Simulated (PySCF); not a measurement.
Radial density of As²⁺ (arsenic, charge +2)

UHF, [Ar] 3d10 4s2 4p1, 2P determinant. Computed with PySCF 2.14 in def2-TZVPPD (7s5p5d1f, 54 functions), with the non-relativistic Hamiltonian (point nucleus).

| r (bohr) | 4πr²ρ (e/bohr) | 4πr²(ρα − ρβ) |
| --- | --- | --- |
| 0.000642 | 0.1224 | 0.0000 |
| 0.00108 | 0.3374 | 0.0000 |
| 0.00182 | 0.9072 | 0.0000 |
| 0.00305 | 2.368 | 0.0000 |
| 0.00514 | 5.836 | 0.0000 |
| 0.00864 | 13.12 | 0.0000 |
| 0.0145 | 25.23 | 0.0002 |
| 0.0244 | 37.63 | 0.0018 |
| 0.0411 | 38.77 | 0.0085 |
| 0.0692 | 32.66 | 0.0262 |
| 0.116 | 43.80 | 0.0363 |
| 0.196 | 40.22 | -0.0043 |
| 0.329 | 24.61 | 0.0362 |
| 0.554 | 30.05 | 0.0553 |
| 0.931 | 10.71 | 0.0429 |
| 1.57 | 2.660 | 0.5153 |
| 2.63 | 0.8416 | 0.3535 |
| 4.43 | 0.03730 | 0.0233 |
| 7.45 | 0.0001349 | 0.0001 |

Problem. Where is the radial spin density 4πr²(ρα − ρβ) most negative, and why is it negative at all?

Solution. Around r = 0.196 bohr, down to -0.0043 e/bohr: exchange with the open shell polarises the paired shells in an unrestricted calculation.
